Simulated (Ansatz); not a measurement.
Harmonic frequencies (cm⁻¹) at PBE0-D4/def2-TZVP from Ansatz: 146, 370, 534, 543, 582, 676, 685, 745, 838, 912, 933, 934, 982, 1118, 1263, 1342, 2211, 2220, 2629, 2635, 3556.

Problem. Which molecule is it?
A. `B1NB[SiH2]1`
B. `[CH2]1[SnH2][Te]1`
C. `NB1B[SiH2]1`
D. `BN1B[SiH2]1`

Solution. A.
